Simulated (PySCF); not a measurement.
# Basis and Hamiltonian dependence of the excitation energy of Sr

Sr [Kr] 5s2 (1S) → Sr [Kr] 5s1 6s1 (3S). Calculated with PySCF 2.14 from differences of total energies of unrestricted determinants, without spin-orbit coupling. Values in eV.

```json
{"basis": "def2-TZVPPD with the def2 core potential (28 electrons)", "Hamiltonian": "ECP", "functions": "40", "UHF": "3.603", "PBE": "4.002", "PBE0": "3.994", "MP2 (valence)": "3.972", "CCSD(T) (valence)": "4.077", "CCSD(T) (valence and next inner shell)": "4.156"}
{"basis": "aug-cc-pVDZ-X2C", "Hamiltonian": "spin-free X2C", "functions": "45", "UHF": "2.827", "PBE": "3.531", "PBE0": "3.475", "MP2 (valence)": "3.211", "CCSD(T) (valence)": "3.392", "CCSD(T) (valence and next inner shell)": "n/a"}
{"basis": "def2-QZVPPD with the def2 core potential (28 electrons)", "Hamiltonian": "ECP", "functions": "63", "UHF": "2.934", "PBE": "3.525", "PBE0": "3.486", "MP2 (valence)": "3.373", "CCSD(T) (valence)": "3.491", "CCSD(T) (valence and next inner shell)": "3.658"}
{"basis": "aug-cc-pVTZ-X2C", "Hamiltonian": "spin-free X2C", "functions": "68", "UHF": "2.814", "PBE": "3.483", "PBE0": "3.433", "MP2 (valence)": "3.261", "CCSD(T) (valence)": "3.395", "CCSD(T) (valence and next inner shell)": "n/a"}
{"basis": "aug-cc-pwCVTZ-X2C", "Hamiltonian": "spin-free X2C", "functions": "93", "UHF": "2.811", "PBE": "3.475", "PBE0": "3.427", "MP2 (valence)": "3.270", "CCSD(T) (valence)": "3.396", "CCSD(T) (valence and next inner shell)": "3.575"}
{"basis": "x2c-TZVPPall with one added diffuse shell each of s, p, d, f type", "Hamiltonian": "spin-free X2C", "functions": "95", "UHF": "2.824", "PBE": "3.488", "PBE0": "3.437", "MP2 (valence)": "3.269", "CCSD(T) (valence)": "3.399", "CCSD(T) (valence and next inner shell)": "3.582"}
{"basis": "aug-cc-pVQZ-X2C", "Hamiltonian": "spin-free X2C", "functions": "102", "UHF": "2.811", "PBE": "n/a", "PBE0": "n/a", "MP2 (valence)": "3.270", "CCSD(T) (valence)": "3.391", "CCSD(T) (valence and next inner shell)": "n/a"}
{"basis": "aug-cc-pwCVTZ-X2C with one added diffuse shell each of s, p, d, f type", "Hamiltonian": "spin-free X2C", "functions": "109", "UHF": "2.809", "PBE": "3.475", "PBE0": "3.427", "MP2 (valence)": "3.268", "CCSD(T) (valence)": "3.395", "CCSD(T) (valence and next inner shell)": "3.574"}
{"basis": "dyall-av2z", "Hamiltonian": "non-relativistic", "functions": "125", "UHF": "2.757", "PBE": "3.434", "PBE0": "3.386", "MP2 (valence)": "3.189", "CCSD(T) (valence)": "3.353", "CCSD(T) (valence and next inner shell)": "n/a"}
```

Problem. Estimate the row for ANO-RCC-VTZP (spin-free X2C, 47 functions).

Solution. From the rows with the same Hamiltonian and similar size; the calculation gives UHF 4.02; PBE 4.33; PBE0 4.34; MP2 (valence) 4.38; CCSD(T) (valence) 4.49; CCSD(T) (valence and next inner shell) 4.54 (eV).

Frozen in the all-electron rows: valence: [Kr]; valence and next inner shell: [Ar] 3d10; with a core potential, the same shells as far as they lie outside it.

At UHF, def2-TZVPPD with the def2 core potential (28 electrons), ANO-RCC-VTZP lie more than 0.3 eV from the median of the rows with comparable relativity. Of these, def2-TZVPPD with the def2 core potential (28 electrons), ANO-RCC-VTZP have no diffuse functions of the l that the added or promoted electron needs.

Non-relativistic rows lack the scalar-relativistic shift.

Reference for a calculation without spin-orbit coupling: 3.600 eV (measured, between term centres; NIST).
